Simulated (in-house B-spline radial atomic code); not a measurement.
What moves the levels of Pb⁺ ([Xe] 4f14 5d10 6s2 6p1)? Level of theory: Dirac-Hartree-Fock, average of configuration, Fermi nucleus of rms radius 5.5012 fm; calculated with a B-spline radial code for spherical atoms.

Baseline run (computed): total energy -20913.4766 hartree, 1s1/2 at -3256.172 hartree, 6p3/2 at -12.816 eV with <r> = 3.141 bohr.

Scaling the speed of light c (a factor of 100 is close to the non-relativistic limit):

```
c/c0  ΔE (hartree)  6p3/2 level (eV)  6p3/2 <r> (bohr)
0.95       -188.83          -12.7591             3.143
0.98       -70.899          -12.7948             3.142
1.02        65.505          -12.8359              3.14
   3        1260.4          -13.1752             3.142
 100        1390.3          -13.2093             3.144
```

Changing the nucleus:

```
                                          nucleus  ΔE (eV)
         Gaussian nucleus of rms radius 5.5012 fm    -1.32
uniform spherical nucleus of rms radius 5.5012 fm    0.307
           Gaussian nucleus of rms radius 0.01 fm     -161
            Fermi nucleus of rms radius 5.3912 fm    -5.07
            Fermi nucleus of rms radius 5.6112 fm     5.13
```

A larger nucleus binds the electrons less, roughly as the density at the nucleus times the change of the nuclear <r²>. At equal rms radius the shape enters only through higher moments. A radius of 0.01 fm is nearly a point.

(1) The nuclear charge is raised by 0.1. What does the Hellmann-Feynman theorem predict for the energy, and what is found?

Answers

(1) dE/dZ ≈ -Σ<1/r>, which is -645.084 at the start and -646.359 at the end; their mean times 0.1 is -64.572 hartree, and the two runs differ by -64.566 hartree.
